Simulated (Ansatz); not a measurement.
A CCSD(T) single point on CH4BClS, SMILES `CSBCl`.

```yaml
crystal:
  periodic: [false, false, false]
  atoms:
    - {symbol: C, position_ang: [-0.471022, 1.184187, 0.216309]}
    - {symbol: S, position_ang: [0.979414, 0.341070, -0.461897]}
    - {symbol: B, position_ang: [0.578935, -1.367647, -0.269571]}
    - {symbol: Cl, position_ang: [1.728254, -2.572206, -0.805594]}
    - {symbol: H, position_ang: [-1.201928, 0.455274, 0.560890]}
    - {symbol: H, position_ang: [-0.157767, 1.812583, 1.049099]}
    - {symbol: H, position_ang: [-0.912200, 1.808693, -0.559483]}
    - {symbol: H, position_ang: [-0.451485, -1.719054, 0.214547]}
basis:
  gaussian: {orbitals: def2-SVP}
correlation: {method: ccsd_t}
```

```sh
$ ansatz run in.yaml --threads 2 --pin off --events-out ev --progress --plain
```

Log, shortened:

```
Functional definition: HF
819 factors; integrals over basis functions are off by at most 1.1e-3 eV
mean field evaluation 1: about -25078.1782 eV, gradient 1.9e1 eV
mean field evaluation 2: about -25078.2540 eV, gradient 1.9e1 eV
mean field evaluation 4: about -25079.5346 eV, gradient 2.6e0 eV
mean field evaluation 8: about -25079.5599 eV, gradient 1.1e-1 eV
mean field evaluation 16: about -25079.4700 eV, gradient 3.4e-1 eV
mean field -25079.55996018 eV, -921.6568290002 hartree, gradient 8.9e-6 eV, S^2 0.000000; 0 other end points of the search recorded, 0 dependent functions left out
12 core orbitals not correlated: weight in the atoms' cores, before any rotation towards them, 1.000 or more for the frozen orbitals, at most 0.000 for the correlated occupied ones
reference -25079.55996018 eV, -921.6568290002 hartree; 12, 12 occupied and 60, 60 virtual orbitals, 819 factors
second order -13.45083310 eV of doubles, -0.00000000 eV of singles
cycle   1  -14.35257554 eV  change   -9.0e-1 eV  update   8.6e-2
cycle   2  -14.72120827 eV  change   -3.7e-1 eV  update   2.5e-2
cycle   3  -14.79159758 eV  change   -7.0e-2 eV  update   1.3e-2
cycle   4  -14.78774710 eV  change    3.9e-3 eV  update   4.3e-3
cycle   5  -14.78668074 eV  change    1.1e-3 eV  update   1.6e-3
cycle   6  -14.78640619 eV  change    2.7e-4 eV  update   5.0e-4
cycle   7  -14.78632292 eV  change    8.3e-5 eV  update   1.7e-4
cycle   8  -14.78634709 eV  change   -2.4e-5 eV  update   6.6e-5
cycle   9  -14.78634438 eV  change    2.7e-6 eV  update   2.4e-5
perturbative correction -0.44032143 eV, -0.0161815141 hartree
Total energy: -25094.78662599 eV, -922.2163986477 hartree
```

It took 6 s on 2 threads of a server CPU on a shared host, with 0.24 GiB of host memory at the peak.

The correlation energy is -15.227 eV, 2.9 % of it from (T); the T1 diagnostic reads 0.0129.
